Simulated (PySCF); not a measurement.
hexafluorophosphate (F6P), SMILES F[P-](F)(F)(F)(F)F, charge -1.

Geometry: TPSSh-D3(BJ)/def2-SVPD.

All values below come from TPSSh-D3(BJ)/def2-SVPD run with PySCF.

Frequencies are harmonic and unscaled.

Modes within 1.5 cm⁻¹ of each other (mostly degenerate sets) share a row, with their intensities summed.

Computed vibrational spectrum:
| mode | ν (cm⁻¹) | IR (km/mol) | moving atoms (share of kinetic energy) |
|---|---|---|---|
| 1–3 | 285 | 0.0 | F 100 % |
| 4–6 | 430 | 0.0 | F 100 % |
| 7–9 | 523 | 80.2 | F 84 %, P 16 % |
| 10–11 | 561 | 0.0 | F 100 % |
| 12 | 700 | 0.0 | F 100 % |
| 13–15 | 860 | 1269.8 | P 63 %, F 37 % |
